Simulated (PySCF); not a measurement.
C2H11NSi3, SMILES [SiH2]1N([SiH2]CC1)[SiH3]. Atoms are numbered in the order given.

```xyz
17

Si     2.2992     0.4239    -0.3526
N      0.5984     0.1211    -0.1010
Si    -0.6316     1.3657     0.0939
C     -2.1969     0.3099     0.0010
C     -1.8480    -1.0696     0.5916
Si    -0.0917    -1.4944     0.0335
H      2.4775     1.6560    -1.1807
H      2.9011    -0.7466    -1.0623
H      3.0415     0.6206     0.9323
H     -0.5359     2.3983    -0.9838
H     -0.5053     2.0757     1.4083
H     -3.0591     0.7766     0.5041
H     -2.4680     0.2138    -1.0647
H     -1.8421    -1.0233     1.6946
H     -2.5819    -1.8438     0.3147
H      0.6512    -2.3373     1.0221
H     -0.0602    -2.2125    -1.2810
```
Charge 0, spin multiplicity 1.

Geometry optimised at PBE0-D3(BJ)/def2-SVP. This is a generated structure with no PubChem entry under its InChIKey; it may be hypothetical. The values are those of a single conformer.

Computed with PySCF with PBE0-D3(BJ)/def2-SVP.

Frequencies are harmonic and unscaled.

```csv
mode,ν (cm⁻¹),IR (km/mol),moving atoms (share of kinetic energy)
1,29,0.0,H 95 %
2,58,0.9,"Si 42 %, H 33 %, C 22 %"
3,152,0.2,"Si 59 %, H 24 %, N 12 %"
4,167,0.2,"H 50 %, C 32 %, Si 9 %, N 9 %"
5,171,0.2,"N 52 %, H 35 %"
6,317,2.7,"Si 68 %, H 13 %, C 13 %"
7,365,2.8,"H 45 %, C 34 %, Si 19 %"
8,494,0.1,"Si 72 %, H 28 %"
9,541,0.4,"H 72 %, Si 27 %"
10,555,14.9,"H 58 %, Si 24 %, C 17 %"
11,660,6.6,"H 58 %, C 21 %, Si 17 %"
12,663,5.1,"C 42 %, H 39 %, Si 18 %"
13,668,0.7,"H 82 %, Si 14 %"
14,694,18.7,"H 67 %, C 21 %, Si 11 %"
15,699,1.9,"H 85 %, Si 9 %"
16,711,10.0,"H 79 %, C 12 %"
17,740,114.3,"H 70 %, N 18 %, Si 9 %"
18,832,146.0,"H 64 %, Si 19 %, C 14 %"
19,835,19.0,"H 65 %, C 22 %, Si 11 %"
20,896,225.7,"H 73 %, C 12 %, Si 10 %"
21,931,68.5,H 94 %
22,952,371.2,"H 81 %, Si 12 %"
23,959,34.4,H 92 %
24,967,380.0,"N 50 %, H 36 %, Si 14 %"
25,982,82.3,"H 86 %, N 13 %"
26,989,26.9,"H 67 %, C 31 %"
27,1003,96.8,"H 75 %, C 16 %"
28,1039,287.2,"N 64 %, H 23 %, Si 13 %"
29,1053,14.8,H 96 %
30,1112,7.7,"H 54 %, C 44 %"
31,1235,2.3,"H 63 %, C 36 %"
32,1262,4.5,"H 79 %, C 20 %"
33,1419,6.5,H 94 %
34,1433,8.1,"H 91 %, C 9 %"
35,2200,122.9,H 97 %
36,2205,100.0,H 96 %
37,2213,94.3,H 97 %
38,2217,249.2,H 96 %
39,2220,31.7,H 97 %
40,2229,142.2,H 97 %
41,2231,142.4,H 97 %
42,3064,14.7,H 95 %
43,3065,6.2,H 94 %
44,3122,6.6,"H 91 %, C 9 %"
45,3130,6.3,"H 91 %, C 9 %"
```
